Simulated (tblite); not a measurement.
Run record: tight-binding relaxation, `C1C[N]B(C[SiH3])N1` [radical].

Computed with GFN2-xTB geometry optimisation, gas phase (tblite 0.8.0). Start geometry: from a force field or distance geometry. The command runs a driver script over a list of jobs; the input below is this job's line of settings and its coordinates in Å.

Command:
```bash
OMP_NUM_THREADS=1 python probes_run.py task.json out
```

Input:
```
{"job": {"kind": "relax", "xc": "GFN2-xTB", "basis": "xTB"}, "charge": 0, "multiplicity": 2}
Si    -2.841200    -0.089300     0.187200
C     -1.296100    -1.116100     0.062500
B      0.023000    -0.275800     0.319200
N      0.243900     1.228100     0.186000
C      1.667000     1.335400    -0.091600
C      2.219500    -0.057200    -0.194400
N      1.385600    -0.813300     0.723100
H     -2.864700     0.948300    -0.864600
H     -4.010400    -0.987700     0.096000
H     -2.805300     0.579600     1.506000
H     -1.235600    -1.569700    -0.932100
H     -1.287800    -1.944500     0.830900
H      1.771700     1.832500    -1.081100
H      2.202000     1.976400     0.624200
H      2.012500    -0.424100    -1.215600
H      3.293800    -0.131300     0.061500
H      1.515100    -0.479300     1.721300
```

Output:
```
step      E/eV     max force
  0    -550.79280    3.328
  1    -551.13232    2.221
  2    -551.26665    1.782
  3    -551.31475    0.451
  4    -551.35400    0.520
  5    -551.37691    0.544
  6    -551.40315    0.397
  7    -551.42991    0.480
  8    -551.45751    0.547
  9    -551.47780    0.386
... (155 lines left out)
165    -552.25694    0.070
166    -552.25751    0.047
167    -552.25801    0.045
168    -552.25833    0.034
169    -552.25857    0.029
170    -552.25866    0.018
171    -552.25870    0.019
172    -552.25873    0.012
173    -552.25875    0.010
174    -552.25878    0.009
```

«max force» is the largest atomic force in eV/Å.

Problem. From which step on does the largest force stay under 0.1 eV/Å, and how much energy is left to gain from there?

Solution. From step 156 (0.087 eV/Å), 8.9 meV above the end.

Summary of the converged run: energy lowered by 33.8 kcal/mol over 174 steps; largest atomic force 0.009 eV/Å at the end.

Problem. Give the final coordinates.

Solution. 1.054 Å rms from the input after alignment:
```
atom  x, y, z in Å
Si1   -2.6686   -0.1563    0.7240
C2    -1.3661   -1.0468   -0.3347
B3     0.0158   -0.3053   -0.2890
N4     0.4412    0.7626   -1.1264
C5     1.7272    1.1788   -0.7458
C6     2.1815    0.3204    0.4616
N7     1.0582   -0.5562    0.6457
H8    -2.8944    1.2139    0.2632
H9    -3.9326   -0.9023    0.6540
H10   -2.2406   -0.1215    2.1306
H11   -1.7402   -1.0943   -1.3564
H12   -1.2764   -2.0746    0.0203
H13    2.4142    1.0791   -1.5982
H14    1.7058    2.2499   -0.5006
H15    3.1001   -0.2408    0.2450
H16    2.3643    0.9349    1.3528
H17    1.1034   -1.2295    1.3925
```

Problem. Estimate the wall time. Hardware: one thread, Arm Neoverse V1 (aarch64), shared host.

Solution. About 1.3 s.
Labels such as C1 count atoms from 1, the log's own numbers from 0.
